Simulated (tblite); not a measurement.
C4H6Cl2N2Pd (SMILES CC#[N]->[Pd]([Cl])([Cl])<-[N]#CC), singlet, geometry from GFN2-xTB (such geometries of metal compounds can be far from the true shape); tblite with GFN1-xTB.

The tblite input:
```
$ tblite run mol.xyz --method gfn1 --charge 0 --spin 0 --spin-polarized --json tblite.json --no-restart

# file mol.xyz
15

Pd     0.00017962    -0.00005510    -0.00033344
Cl     2.11649352    -0.89174405    -0.04805948
Cl    -2.11625987     0.89156516     0.05171856
C      1.70141197     4.09531329     0.01423562
C      1.15768074     2.77438347     0.00979306
N      0.71893851     1.71143812     0.00669387
H      2.18207314     4.29497497    -0.94343071
H      2.43887531     4.18367216     0.81195712
H      0.90197081     4.81832869     0.17627074
C     -1.70307113    -4.09460233    -0.01623726
C     -1.15764434    -2.77437072    -0.01252007
N     -0.71862667    -1.71154519    -0.00797877
H     -2.60254341    -4.11968066     0.59888922
H     -0.96861817    -4.79376175     0.38357361
H     -1.95643841    -4.38155086    -1.03675983
```

Output, abridged:

```
xTB calculator
 | screened Coulomb repulsion
 | Coulomb electrostatics
 |  * isotropic Klopman-Ohno-Mataga-Nishimoto electrostatics
 |  * onsite third-order electrostatics
 | DFT-D3(BJ) dispersion correction
 | Interactions (1)
 | [1] spin polarization

halogen bonding energy    0.0000000000000E+00 Eh
repulsion energy          3.5190032737084E-01 Eh
dispersion energy        -7.3180697679305E-03 Eh
interaction energy        0.0000000000000E+00 Eh
number of electrons       5.6000000000000E+01 e
integral cutoff           3.1755424281685E+01 bohr

------------------------------------------------------------
  cycle        total energy    energy error   density error
------------------------------------------------------------
      1     -30.85539463576  -3.1199977E+01   4.4609534E-01
      2     -30.99310393890  -1.3770930E-01   2.8859168E-01
      3     -31.00750484081  -1.4400902E-02   1.6158427E-01
      4     -31.05758228429  -5.0077443E-02   1.5992730E-02
      5     -31.05885409069  -1.2718064E-03   3.0952038E-03
      6     -31.05888073042  -2.6639739E-05   3.8673550E-04
      7     -31.05888103131  -3.0088898E-07   8.2406101E-05
      8     -31.05888106053  -2.9219734E-08   2.2204015E-05
      9     -31.05888106207  -1.5412738E-09   9.3449669E-06
------------------------------------------------------------

electronic energy        -3.1403463319677E+01 Eh
total energy             -3.1058881062074E+01 Eh

Post processing:
 | Mayer-Wiberg bond orders

[Info] JSON dump of results written to 'tblite.json'
```
